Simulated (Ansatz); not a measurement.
C2H7FOSi2, SMILES O([Si@H](F)C=C)[SiH3].

The structure is a stationary point at PBE-D3(BJ)/def2-SVP. The structure was generated by enumeration; whether it is a known compound was not checked. One conformer was computed; it need not be the lowest.

Two levels are set side by side: PBE/def2-SVPD (Ansatz, a first-principles code) and PBE0/def2-SVPD (Ansatz). Energy differences of separate SCF runs at the same geometry; the states with an electron removed or added have multiplicity 2 and 2. Differences are taken from unrounded values.

```csv
quantity,PBE0
vertical ionisation energy (eV),10.42
vertical singlet–triplet gap (eV),4.01
```

Problem. What does PBE give, and how far is it from PBE0? (The exact figures need the calculation; the answer reports its results.)

Solution. 
```json
[
 {"quantity": "vertical ionisation energy (eV)", "PBE": "9.96", "PBE minus PBE0": "-0.46"},
 {"quantity": "vertical singlet–triplet gap (eV)", "PBE": "4.20", "PBE minus PBE0": "0.18"}
]
```
